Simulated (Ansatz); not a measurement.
Molecule: sum formula GaHBr₂, net charge 0, singlet state. SMILES: [Br][GaH][Br]
Geometry: optimised at B3LYP-D3(BJ)/def2-TZVP (Ansatz, a first-principles code).

Property: vertical ionisation energy (to the doublet state of charge +1; each state is the SCF solution reached for its spin), in eV. Valence correlation only, unless marked. Open shells are spin-unrestricted. No spin-orbit coupling. The frozen core is the preceding noble-gas configuration, with the filled d and f shells of earlier blocks. No relativistic terms. CBS(X,Y): correlation extrapolated as X^-3; Hartree-Fock from the larger set. [CCSD(T)-MP2]/basis is that difference in the basis named.

```
level                                                          program  vertical ionisation energy (eV)  minus last row
-------------------------------------------------------------  -------  -------------------------------  --------------
HF/aug-cc-pVTZ                                                  Ansatz                            10.04           -1.02
HF/aug-cc-pVQZ                                                  Ansatz                            10.03           -1.03
r2SCAN/def2-TZVPD                                               Ansatz                            10.42           -0.64
B3LYP/def2-TZVPD                                                Ansatz                            10.48           -0.58
PBE0/def2-TZVPD                                                 Ansatz                            10.55           -0.51
CAM-B3LYP/def2-TZVPD                                            Ansatz                            10.78           -0.28
wB97M-V/def2-TZVPD                                              Ansatz                            10.85           -0.21
wB97X-V/def2-TZVPD                                              Ansatz                            10.93           -0.13
MP2/aug-cc-pVDZ                                                 Ansatz                            10.94           -0.12
MP2/CBS(aug-cc-pVTZ,aug-cc-pVQZ)                                Ansatz                            11.19            0.13
CCSD(T)/aug-cc-pVDZ                                             Ansatz                            10.76           -0.30
CCSD(T)/aug-cc-pVTZ                                             Ansatz                            10.87           -0.19
CCSD(T)/aug-cc-pVQZ                                             Ansatz                            10.98           -0.08
RI-MP2/CBS(aug-cc-pVTZ,aug-cc-pVQZ)+[CCSD(T)-MP2]/aug-cc-pVDZ   Ansatz                            11.01           -0.05
CCSD(T)/CBS(aug-cc-pVTZ,aug-cc-pVQZ)                            Ansatz                            11.06            0.00
```
